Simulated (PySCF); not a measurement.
Si(CCH)(Me)2(OH), C4H8OSi, SMILES C#C[Si](C)(C)O, PBE0/def2-SVP optimised geometry.

```
14

C      1.27    -1.09     0.01
C      0.05    -1.09     0.00
Si    -1.80    -1.09     0.00
C     -2.38    -2.01     1.52
C     -2.44    -1.85    -1.57
O     -2.34     0.50     0.00
H      2.34    -1.08     0.01
H     -1.99    -1.54     2.44
H     -2.02    -3.05     1.51
H     -3.48    -2.02     1.58
H     -3.54    -1.82    -1.60
H     -2.12    -2.90    -1.66
H     -2.06    -1.30    -2.45
H     -1.93     1.09     0.64
```

Density from PBE0/def2-TZVP run with PySCF 2.14.0 at that geometry.

Minimum of the electron density along straight lines between bonded atoms, close to the bond critical point (lines longer than 1.1 times the sum of covalent radii, or with two minima, are not listed):

```json
[
 {"bond": "C1–C2", "length / Å": "1.218", "ρ at the minimum / e bohr⁻³": "0.411", "∇²ρ there / e bohr⁻⁵": "-1.23", "position (fraction from the first atom)": "0.53"},
 {"bond": "C2–Si3", "length / Å": "1.851", "ρ at the minimum / e bohr⁻³": "0.115", "∇²ρ there / e bohr⁻⁵": "0.29", "position (fraction from the first atom)": "0.61"},
 {"bond": "Si3–C4", "length / Å": "1.871", "ρ at the minimum / e bohr⁻³": "0.124", "∇²ρ there / e bohr⁻⁵": "0.17", "position (fraction from the first atom)": "0.39"},
 {"bond": "Si3–C5", "length / Å": "1.861", "ρ at the minimum / e bohr⁻³": "0.126", "∇²ρ there / e bohr⁻⁵": "0.19", "position (fraction from the first atom)": "0.39"},
 {"bond": "Si3–O6", "length / Å": "1.671", "ρ at the minimum / e bohr⁻³": "0.132", "∇²ρ there / e bohr⁻⁵": "0.74", "position (fraction from the first atom)": "0.41"},
 {"bond": "C1–H7", "length / Å": "1.076", "ρ at the minimum / e bohr⁻³": "0.284", "∇²ρ there / e bohr⁻⁵": "-1.04", "position (fraction from the first atom)": "0.66"},
 {"bond": "C4–H8", "length / Å": "1.101", "ρ at the minimum / e bohr⁻³": "0.266", "∇²ρ there / e bohr⁻⁵": "-0.87", "position (fraction from the first atom)": "0.64"},
 {"bond": "C4–H9", "length / Å": "1.102", "ρ at the minimum / e bohr⁻³": "0.265", "∇²ρ there / e bohr⁻⁵": "-0.86", "position (fraction from the first atom)": "0.64"},
 {"bond": "C4–H10", "length / Å": "1.102", "ρ at the minimum / e bohr⁻³": "0.266", "∇²ρ there / e bohr⁻⁵": "-0.87", "position (fraction from the first atom)": "0.64"},
 {"bond": "C5–H11", "length / Å": "1.101", "ρ at the minimum / e bohr⁻³": "0.266", "∇²ρ there / e bohr⁻⁵": "-0.87", "position (fraction from the first atom)": "0.64"},
 {"bond": "C5–H12", "length / Å": "1.101", "ρ at the minimum / e bohr⁻³": "0.266", "∇²ρ there / e bohr⁻⁵": "-0.87", "position (fraction from the first atom)": "0.64"},
 {"bond": "C5–H13", "length / Å": "1.100", "ρ at the minimum / e bohr⁻³": "0.267", "∇²ρ there / e bohr⁻⁵": "-0.87", "position (fraction from the first atom)": "0.64"},
 {"bond": "O6–H14", "length / Å": "0.961", "ρ at the minimum / e bohr⁻³": "0.356", "∇²ρ there / e bohr⁻⁵": "-2.42", "position (fraction from the first atom)": "0.81"}
]
```
